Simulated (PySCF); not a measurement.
## Correlation energy of Ca⁺ (calcium, charge +1)

[Ar] 4p1, 2P determinant (an excited configuration). Calculation: PySCF 2.14, in x2c-TZVPPall (6s5p3d, 36 functions); scalar relativity by spin-free X2C-1e. Frozen: [Ne]; 9 electrons correlated.

MP2 pair energies summed by pair of shells (mhartree):

```tsv
pair	energy	share (%)
3p-3p	-135.10	80.7
3s-3p	-17.06	10.2
3p-4p	-8.39	5.0
3s-3s	-6.58	3.9
3s-4p	-0.32	0.2
```

Total MP2 correlation energy: -167.45 mhartree.

Same-spin part -47.91 and opposite-spin part -119.54 mhartree; SCS-MP2 scales them by 1/3 and 6/5 to -159.42 mhartree.

The basis was made for the ground configuration and has no added diffuse functions, which can raise the energy of the promoted electron.

This basis was not built for core-valence correlation, so the inner-shell part is incomplete.
